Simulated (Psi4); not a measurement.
AgF, charge -1, doublet, at a GFN2-xTB geometry (such geometries of metal compounds can be far from the true shape) (the multiplicity is a formal guess) (all electrons, no relativity) (a gas-phase anion, which may not be bound at this level), with bond 2-1 at 1.6 times its length; TPSS/3-21G (Psi4).

Input for Psi4:
```
memory 2 GB

molecule mol {
-1 2
  Ag   -0.000000   -0.000000   -0.381617
  F     0.000000    0.000000    3.417594
}

set basis 3-21g
set reference uks
set scf_type pk
set e_convergence 1e-8

energy('tpss')
print_variables()
```

What the program printed (banner, timings and long lists left out):

```
   => Loading Basis Set <=

    Name: 3-21G
    Role: ORBITAL
    Keyword: BASIS

         ---------------------------------------------------------
                                   SCF
               by Justin Turney, Rob Parrish, Andy Simmonett
                          and Daniel G. A. Smith
                              UKS Reference
         ---------------------------------------------------------

  ==> Geometry <==

    Molecular point group: c2v
    Full point group: C_inf_v

    Geometry (in Angstrom), charge = -1, multiplicity = 2:

       Center              X                  Y                   Z               Mass
    ------------   -----------------  -----------------  -----------------  -----------------
         AG           0.000000000000     0.000000000000    -0.573287837755   106.905091600000
         F            0.000000000000     0.000000000000     3.225923162245    18.998403162730

  Running in c2v symmetry.

  Rotational constants: A = ************  B =      0.07240  C =      0.07240 [cm^-1]
  Rotational constants: A = ************  B =   2170.46440  C =   2170.46440 [MHz]
  Nuclear repulsion =   58.918012217118253

  Charge       = -1
  Multiplicity = 2
  Electrons    = 57
  Nalpha       = 29
  Nbeta        = 28

  ==> Algorithm <==

  SCF Algorithm Type is PK.
  DIIS enabled.
  MOM disabled.
  Fractional occupation disabled.
  Guess Type is SAD.
  Energy threshold   = 1.00e-08
  Density threshold  = 1.00e-06
  Integral threshold = 1.00e-12

  ==> Primary Basis <==

  Basis Set: 3-21G
    Blend: 3-21G
    Number of shells: 19
    Number of basis functions: 48
    Number of Cartesian functions: 48
    Spherical Harmonics?: false
    Max angular momentum: 2

  ==> DFT Potential <==

   => LibXC <=

    Version 7.1.2
    S. Lehtola, C. Steigemann, M. J. T. Oliveira, and M. A. L. Marques,  SoftwareX 7, 1–5 (2018) (10.1016/j.softx.2017.11.002)

   => Composite Functional: TPSS <=

    TPSS Meta-GGA XC Functional

    J. Tao, et al., Phys. Rev. Lett., 91, 146401, 2003

    Deriv               =              1
    GGA                 =           TRUE
    Meta                =           TRUE

    Exchange Hybrid     =          FALSE
    MP2 Hybrid          =          FALSE

   => Exchange Functionals <=

    1.0000   XC_MGGA_X_TPSS

   => Correlation Functionals <=

    1.0000   XC_MGGA_C_TPSS

   => LibXC Density Thresholds  <==

    XC_MGGA_C_TPSS:  1.00E-15
    XC_MGGA_X_TPSS:  1.00E-15

   => Molecular Quadrature <=

    Radial Scheme          =       TREUTLER
    Pruning Scheme         =           NONE
    Nuclear Scheme         =       TREUTLER

    Blocking Scheme        =         OCTREE
    BS radius alpha        =              1
    Pruning alpha          =              1
    Radial Points          =             75
    Spherical Points       =            302
    Total Points           =          43573
    Total Blocks           =            417
    Max Points             =            256
    Max Functions          =             47
    Weights Tolerance      =       1.00E-15

  ==> Integral Setup <==

  Using in-core PK algorithm.
   Calculation information:
      Number of atoms:                   2
      Number of AO shells:              19
      Number of primitives:             42
      Number of atomic orbitals:        48
      Number of basis functions:        48

      Integral cutoff                 1.00e-12
      Number of threads:                 1

  Performing in-core PK
  Using 1384152 doubles for integral storage.
  We computed 12392 shell quartets total.
  Whereas there are 18145 unique shell quartets.

  ==> DiskJK: Disk-Based J/K Matrices <==

    J tasked:                  Yes
    K tasked:                   No
    wK tasked:                  No
    Schwarz Cutoff:          1E-12

  Minimum eigenvalue in the overlap matrix is 1.2422764007E-03.
  Reciprocal condition number of the overlap matrix is 2.8326219505E-04.
    Using symmetric orthogonalization.

  ==> Pre-Iterations <==

  SCF Guess: Superposition of Atomic Densities via on-the-fly atomic UHF (no occupation information).

   -------------------------
    Irrep   Nso     Nmo
   -------------------------
     A1        25      25
     A2         3       3
     B1        10      10
     B2        10      10
   -------------------------
    Total      48      48
   -------------------------

  ==> Iterations <==

                        Total Energy        Delta E     RMS |[F,P]|

   @UKS iter SAD: -5271.47640631805643   -5.27148e+03   0.00000e+00
    Occupation by irrep:
             A1    A2    B1    B2
    DOCC [    15,    1,    6,    6 ]
    SOCC [     0,    0,    0,    1 ]
    NA   [    15,    1,    6,    7 ]
    NB   [    15,    1,    6,    6 ]

   @UKS iter   1: -5273.28317202678227   -1.80677e+00   7.84606e-02 ADIIS/DIIS
    Occupation by irrep:
             A1    A2    B1    B2
    DOCC [    14,    2,    6,    6 ]
    SOCC [     1,    0,    0,    0 ]
    NA   [    15,    2,    6,    6 ]
    NB   [    14,    2,    6,    6 ]

   @UKS iter   2: -5251.11730579264895    2.21659e+01   1.46972e-01 ADIIS
   @UKS iter   3: -5274.51844409929254   -2.34011e+01   4.79568e-02 ADIIS/DIIS
    Occupation by irrep:
             A1    A2    B1    B2
    DOCC [    15,    2,    6,    5 ]
    SOCC [     0,    0,    0,    1 ]
    NA   [    15,    2,    6,    6 ]
    NB   [    15,    2,    6,    5 ]

   @UKS iter   4: -5265.12650056966686    9.39194e+00   8.58330e-02 ADIIS/DIIS
    Occupation by irrep:
             A1    A2    B1    B2
    DOCC [    14,    2,    6,    6 ]
    SOCC [     1,    0,    0,    0 ]
    NA   [    15,    2,    6,    6 ]
    NB   [    14,    2,    6,    6 ]

   @UKS iter   5: -5275.04573288935808   -9.91923e+00   2.13435e-02 ADIIS/DIIS
    Occupation by irrep:
             A1    A2    B1    B2
    DOCC [    15,    2,    6,    5 ]
    SOCC [     0,    0,    0,    1 ]
    NA   [    15,    2,    6,    6 ]
    NB   [    15,    2,    6,    5 ]

[...]
    NA   [    15,    2,    6,    6 ]
    NB   [    14,    2,    6,    6 ]

   @UKS iter  61: -5275.13202512392309   -1.36394e-01   1.10205e-02 ADIIS/DIIS
   @UKS iter  62: -5275.14205689396567   -1.00318e-02   1.28310e-02 ADIIS/DIIS
   @UKS iter  63: -5275.13412172671906    7.93517e-03   1.34766e-02 ADIIS/DIIS
   @UKS iter  64: -5275.13069393662227    3.42779e-03   1.37574e-02 ADIIS/DIIS
   @UKS iter  65: -5275.13304609260013   -2.35216e-03   1.35848e-02 ADIIS/DIIS
   @UKS iter  66: -5275.14029137429225   -7.24528e-03   1.29880e-02 ADIIS/DIIS
   @UKS iter  67: -5275.13769905015215    2.59232e-03   1.31931e-02 ADIIS/DIIS
   @UKS iter  68: -5275.13393457068287    3.76448e-03   1.34515e-02 ADIIS/DIIS
   @UKS iter  69: -5275.14200199287097   -8.06742e-03   1.26604e-02 ADIIS/DIIS
    Occupation by irrep:
             A1    A2    B1    B2
    DOCC [    15,    2,    6,    5 ]
    SOCC [     0,    0,    0,    1 ]
    NA   [    15,    2,    6,    6 ]
    NB   [    15,    2,    6,    5 ]

   @UKS iter  70: -5275.17487149433873   -3.28695e-02   9.90134e-03 ADIIS/DIIS
   @UKS iter  71: -5275.11760738263547    5.72641e-02   1.23544e-02 ADIIS/DIIS
    Occupation by irrep:
             A1    A2    B1    B2
    DOCC [    14,    2,    6,    6 ]
    SOCC [     1,    0,    0,    0 ]
    NA   [    15,    2,    6,    6 ]
    NB   [    14,    2,    6,    6 ]

   @UKS iter  72: -5275.09804240278845    1.95650e-02   1.39014e-02 ADIIS/DIIS
   @UKS iter  73: -5275.14755203320783   -4.95096e-02   1.21723e-02 ADIIS/DIIS
   @UKS iter  74: -5275.15866695848490   -1.11149e-02   1.12642e-02 ADIIS/DIIS
   @UKS iter  75: -5275.15349031679034    5.17664e-03   1.16703e-02 ADIIS/DIIS
   @UKS iter  76: -5275.15265548555362    8.34831e-04   1.17503e-02 ADIIS/DIIS
   @UKS iter  77: -5275.15464874460395   -1.99326e-03   1.15872e-02 ADIIS/DIIS
   @UKS iter  78: -5275.14432776133981    1.03210e-02   1.24237e-02 ADIIS/DIIS
   @UKS iter  79: -5275.13846145553816    5.86631e-03   1.29216e-02 ADIIS/DIIS
   @UKS iter  80: -5275.13636574161956    2.09571e-03   1.30756e-02 ADIIS/DIIS
    Occupation by irrep:
             A1    A2    B1    B2
    DOCC [    15,    2,    6,    5 ]
    SOCC [     0,    0,    0,    1 ]
    NA   [    15,    2,    6,    6 ]
    NB   [    15,    2,    6,    5 ]

   @UKS iter  81: -5275.13422874970274    2.13699e-03   1.32493e-02 ADIIS/DIIS
   @UKS iter  82: -5275.11790072211625    1.63280e-02   1.22287e-02 ADIIS/DIIS
    Occupation by irrep:
             A1    A2    B1    B2
    DOCC [    14,    2,    6,    6 ]
    SOCC [     1,    0,    0,    0 ]
    NA   [    15,    2,    6,    6 ]
    NB   [    14,    2,    6,    6 ]

   @UKS iter  83: -5275.13349427479989   -1.55936e-02   1.08591e-02 ADIIS/DIIS
   @UKS iter  84: -5275.13226620322803    1.22807e-03   1.34547e-02 ADIIS/DIIS
   @UKS iter  85: -5275.13580711499617   -3.54091e-03   1.31381e-02 ADIIS/DIIS
   @UKS iter  86: -5275.12426705401776    1.15401e-02   1.41778e-02 ADIIS/DIIS
   @UKS iter  87: -5275.12751168735485   -3.24463e-03   1.38599e-02 ADIIS/DIIS
   @UKS iter  88: -5275.12655536020065    9.56327e-04   1.39513e-02 ADIIS/DIIS
   @UKS iter  89: -5275.13400568388806   -7.45032e-03   1.32698e-02 ADIIS/DIIS
   @UKS iter  90: -5275.12777434157488    6.23134e-03   1.38340e-02 ADIIS/DIIS
   @UKS iter  91: -5275.13177296728827   -3.99863e-03   1.34847e-02 ADIIS/DIIS
   @UKS iter  92: -5275.13037267297750    1.40029e-03   1.36128e-02 ADIIS/DIIS
   @UKS iter  93: -5275.18440369473592   -5.40310e-02   9.15774e-03 ADIIS/DIIS
    Occupation by irrep:
             A1    A2    B1    B2
    DOCC [    15,    2,    6,    5 ]
    SOCC [     0,    0,    0,    1 ]
    NA   [    15,    2,    6,    6 ]
    NB   [    15,    2,    6,    5 ]

   @UKS iter  94: -5266.04729489358033    9.13711e+00   9.27029e-02 ADIIS/DIIS
   @UKS iter  95: -5274.30364472325709   -8.25635e+00   4.68157e-02 ADIIS/DIIS
   @UKS iter  96: -5274.75029421406543   -4.46649e-01   3.11574e-02 ADIIS/DIIS
   @UKS iter  97: -5275.04358205990320   -2.93288e-01   1.74266e-02 ADIIS/DIIS
    Occupation by irrep:
             A1    A2    B1    B2
    DOCC [    14,    2,    6,    6 ]
    SOCC [     1,    0,    0,    0 ]
    NA   [    15,    2,    6,    6 ]
    NB   [    14,    2,    6,    6 ]

   @UKS iter  98: -5275.11935314534003   -7.57711e-02   1.21947e-02 ADIIS/DIIS
   @UKS iter  99: -5275.11400021036479    5.35293e-03   1.52744e-02 ADIIS/DIIS
   @UKS iter 100: -5275.13940135190296   -2.54011e-02   1.29784e-02 ADIIS/DIIS

PsiException: Could not converge SCF iterations in 100 iterations.

  Failed to converge.

Traceback (most recent call last):
  File "psi4", line 375, in <module>
  File "<string>", line 25, in <module>
  File "site-packages/psi4/driver/driver.py", line 533, in energy
  File "site-packages/psi4/driver/procrouting/proc.py", line 2760, in run_scf
  File "site-packages/psi4/driver/procrouting/proc.py", line 2047, in scf_helper
  File "site-packages/psi4/driver/procrouting/scf_proc/scf_iterator.py", line 93, in scf_compute_energy
  File "site-packages/psi4/driver/procrouting/scf_proc/scf_iterator.py", line 86, in scf_compute_energy
  File "site-packages/psi4/driver/procrouting/scf_proc/scf_iterator.py", line 609, in scf_iterate

psi4.driver.p4util.exceptions.SCFConvergenceError: Could not converge SCF iterations in 100 iterations.

Printing out the relevant lines from the Psithon --> Python processed input file:
    core.IO.set_default_namespace("mol")
    core.set_global_option("BASIS", "3-21g")
    core.set_global_option("REFERENCE", "uks")
    core.set_global_option("SCF_TYPE", "pk")
    core.set_global_option("E_CONVERGENCE", 1e-8)
--> energy('tpss')
    print_variables()

!-------------------------------------------------------!
!                                                       !
!  Could not converge SCF iterations in 100 iterations. !
!                                                       !
!-------------------------------------------------------!
```

The run did not converge; its last values are not results.
